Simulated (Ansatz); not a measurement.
# From GaH3 to Ga(NH2)3: predicting a member

Gas-phase molecules. On one Ga centre, n of the H ligands are replaced by NH2. The HOMO–LUMO gap y in eV at wB97X-V/def2-TZVPP. Shapes: PBE0-D4/def2-TZVP. Programs: Ansatz 0.2.0.

| molecule | n | y (eV) |
| --- | --- | --- |
| GaH3 | 0 | 11.15 |
| GaH2(NH2) | 1 | 11.05 |
| GaH(NH2)2 | 2 | ? |
| Ga(NH2)3 | 3 | 11.33 |

Task: Fit y = c + s·n to the known rows and predict GaH(NH2)2.

Result: 
1. Means of the 3 rows: n = 1.33333, y = 11.177.
2. Σ(Δn)² = 4.6667, Σ(Δn·Δy) = 0.33333, so the slope is 0.33333/4.6667 = 0.071427.
3. Intercept: 11.177 − (0.071427) × 1.33333 = 11.082. The largest residual of the fit is 0.10.
4. GaH(NH2)2: 11.082 + (0.071427) × 2 = 11.22 eV.

The run gave 11.36 eV, so the prediction is off by -0.14 eV, more than the largest residual. The steps per swap are uneven (-0.10, +0.31, -0.03), so a line is a poor model. Other levels give for GaH(NH2)2: r2SCAN0-D4/def2-TZVPP 7.42; wB97M-V/def2-TZVPP 11.03 eV. Orbital gaps aren't excitation energies, and the LUMO depends on the basis. Relativity is left out for Ga. The series isn't monotonic at this level.
